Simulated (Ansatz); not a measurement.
`C[S][AlH][F]` + H₂Se → `[F][AlH][SeH]` + CH₃SH at 600 K and 1 bar (ligand exchange at the Al–S bond).

Gas-phase electronic energies from Ansatz, PBE0-D4/def2-TZVP geometries. CBS: MP2 limit from def2 TZ/QZ plus the TZ coupled-cluster correction, frozen cores. This one scheme is used for every species. For Se outer-core shells are correlated without core-valence functions, which leaves a few kJ/mol of doubt a bond. Scalar relativity is left out up to krypton. One conformer a species, not always the lowest.

| species | CCSD(T)/CBS energy (Eh) | H − E (kJ/mol) | S (J/(mol·K)) |
| --- | --- | --- | --- |
| `C[S][AlH][F]` | -780.15488 | 179.8 | 408.1 |
| H₂Se | -2401.89790 | 57.0 | 244.8 |
| `[F][AlH][SeH]` | -2743.83001 | 86.1 | 361.6 |
| CH₃SH | -438.22835 | 152.3 | 296.8 |

H − E and S are ideal-gas, rigid-rotor, harmonic terms from PBE0-D4/def2-TZVP, for one conformer and one mirror image of each species. 1 Eh = 2625.50 kJ/mol, R = 8.31446 J/(mol·K).

Problem. By hand: ΔE, ΔH, ΔS and ΔG.

Solution. ΔE = (-2743.83001) + (-438.22835) − (-780.15488) − (-2401.89790) = -0.00558 Eh = -14.7 kJ/mol. Δ(H − E) = 86.1 + 152.3 − 179.8 − 57.0 = 1.6, so ΔH = -13.1 kJ/mol. ΔS = 361.6 + 296.8 − 408.1 − 244.8 = 5.5 J/(mol·K). ΔG = -13.1 − 600 × (5.5)/1000 = -16.4 kJ/mol.

Problem. By hand: the equilibrium constant, and the temperature at which ΔG would vanish if ΔH and ΔS stayed fixed.

Solution. log₁₀ K = −ΔG/(RT ln 10) = 1.4. ΔH and −TΔS have one sign here, so there is no such temperature.

The number of gas molecules stays the same, so ΔS is small and ΔH decides. A doubt of 5 kJ/mol in ΔE shifts log₁₀ K by 0.4 here. Other conformers and mirror images would add mixing entropy, several J/(mol·K) or more a flexible species. These are equilibria of isolated gas molecules and say nothing of rates. Largest T1 diagnostic: 0.012 (customary marks: 0.02 for closed shells, 0.045 for open ones).

ΔS is within the doubt of such terms, so its sign, and with it that verdict, could turn.
